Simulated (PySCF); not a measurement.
Input for PySCF: R-B3LYP/6-31G* on C2H3N (SMILES CC#N) with ghost functions.

```python
from pyscf import gto, scf, dft, mp
from pyscf.data.elements import chemcore

mol = gto.M(
    atom='''
    C    -0.58072031   -0.79723821    4.08470820
    C    -0.41011398   -0.49996932    2.67860380
    N    -0.27479104   -0.26508427    1.56746897
    H    -0.13451730   -1.76566968    4.31278204
    H    -0.09466325   -0.02761259    4.68504338
    H    -1.64310485   -0.82521665    4.32871969
    ghost-Al   -0.03534412    0.15324321   -0.40981655
    ghost-H   -1.49527161   -0.22021759   -0.92851754
    ghost-H    1.14634410   -0.86223162   -0.74494603
    ghost-H    0.33283800    1.70001927   -0.30106647
    ''',
    basis='6-31g*',
    cart=True,
    charge=0, spin=0, verbose=3, max_memory=1800)
mf = dft.RKS(mol, xc='b3lyp')
mf.conv_tol = 1e-8
mf.max_cycle = 100
mf.kernel()
if not mf.converged:
    mf = mf.newton().run(mf.mo_coeff, mf.mo_occ)
```

Task: Predict the final total energy.

Result: -132.7580 hartree.
